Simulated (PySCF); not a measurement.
Species: C4H2BrSe, charge 0, multiplicity 2. It need not be the lowest isomer of its formula. SMILES: Brc1[c]cc[se]1
Geometry from a B3LYP-D3(BJ)/def2-TZVP (Ansatz) optimisation:
```
C
C 1 1.3608
H 2 1.0786 1 127.43
H 1 1.0802 2 123.76 3 0.00
C 1 1.4140 4 124.12 2 -180.00
C 5 1.3312 1 120.50 4 180.00
Br 6 1.8754 5 129.48 1 180.00
Se 2 1.8777 3 120.23 1 -180.00
```
Charge 0, spin multiplicity 2.

Dispersion corrections to the total energy (kcal/mol) from the dftd3 and dftd4 libraries through PySCF: D3(BJ) without and D4 with the three-body term, each with the damping fitted for the functional named.

```json
[
 {"functional": "HSE06", "D3(BJ)": "-4.83", "D4": "___"},
 {"functional": "revPBE", "D3(BJ)": "-15.71", "D4": "-19.96"},
 {"functional": "PBE0", "D3(BJ)": "-5.82", "D4": "-5.85"},
 {"functional": "B3LYP", "D3(BJ)": "-12.22", "D4": "___"},
 {"functional": "BLYP", "D3(BJ)": "___", "D4": "-15.31"},
 {"functional": "TPSSh", "D3(BJ)": "-7.83", "D4": "-8.43"},
 {"functional": "CAM-B3LYP", "D3(BJ)": "-5.74", "D4": "-6.02"}
]
```

### Question
Fill in the missing entries.

### Answer

- HSE06, D4: -5.49
- B3LYP, D4: -11.39
- BLYP, D3(BJ): -14.76
